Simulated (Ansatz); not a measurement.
System: trichlorogermane, sum formula GeHCl₃, net charge 0, singlet state. 
Coordinates optimised at B3LYP-D3(BJ)/def2-TZVP (Ansatz, an electronic-structure program):
SMILES: [Cl][GeH]([Cl])[Cl]
```xyz
5

Cl    -0.1003     2.0292    -0.0854
Ge     0.0010    -0.0488     0.4334
Cl    -1.6889    -1.0483    -0.4283
Cl     1.7871    -0.8761    -0.4167
H      0.0044    -0.2195     1.9497
```

Quantity: atomisation energy (electronic, to ground-state atoms), in kcal/mol. Cores are frozen in the correlated levels unless marked. UHF or UKS for open shells. No spin-orbit coupling. Frozen are the shells of the preceding noble gas and the d and f shells that filled before the atom's block. No relativistic terms. The coupled-cluster limit lacks core correlation, which all-electron functionals hold. CBS(X,Y): correlation extrapolated as X^-3; Hartree-Fock from the larger set.

```
level                                        program  atomisation energy (kcal/mol)
------------------------------------  --------------  -----------------------------
PBE0-D3(BJ)/def2-TZVP                 Ansatz + dftd3                              …
PBE-QIDH/def2-TZVPD                           Ansatz                          327.7
CCSD/def2-TZVPP                               Ansatz                          309.1
CCSD(T)/CBS(def2-TZVPPD,def2-QZVPPD)          Ansatz                              …
```

Q: Fill in the missing entries.

A: 
- PBE0-D3(BJ)/def2-TZVP, atomisation energy (kcal/mol): 326.8
- CCSD(T)/CBS(def2-TZVPPD,def2-QZVPPD), atomisation energy (kcal/mol): 329.7
